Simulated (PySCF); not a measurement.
**Curvature of the energy in the electron number along the 4p block, charge +2**

Calculated with PySCF 2.14, in aug-pcseg-2, non-relativistic: one orbital is emptied in steps, and each cell gives the departure of E from the straight line at half an electron, in eV (from a cubic fit). The exact functional gives zero.

```
species   orbital    LDA    PBE  r2SCAN   PBE0  BHandHLYP  LC-wPBE  wB97X   UHF
   Ge²⁺   4s beta  -1.27  -1.28   -1.08  -0.93      -0.66    -0.19  -0.27  0.06
   As²⁺  4p alpha  -1.25  -1.21   -1.12  -0.88      -0.60    -0.18  -0.29  0.08
   Br²⁺  4p alpha  -1.46  -1.41   -1.32  -1.02      -0.66    -0.29  -0.37  0.14
   Kr²⁺   4p beta  -1.46  -1.40   -1.28  -1.01      -0.66    -0.27  -0.44  0.19
```

Problem. Estimate the missing row, Se²⁺.

Solution. The calculation gives LDA -1.36; PBE -1.31; r2SCAN -1.22; PBE0 -0.95; BHandHLYP -0.63; LC-wPBE -0.23; wB97X -0.33; UHF 0.11.

Problem. How does the mean departure depend on the functional?

Solution. LDA -1.36 eV; PBE -1.32 eV; r2SCAN -1.20 eV; PBE0 -0.96 eV; BHandHLYP -0.64 eV; LC-wPBE -0.23 eV; wB97X -0.34 eV; UHF 0.12 eV. Semilocal functionals are convex (delocalisation error), Hartree-Fock is concave or straight, and exact exchange removes curvature roughly in proportion to its share, so among the functionals the range-separated hybrids usually come closest to zero.

No spin-orbit coupling is included.
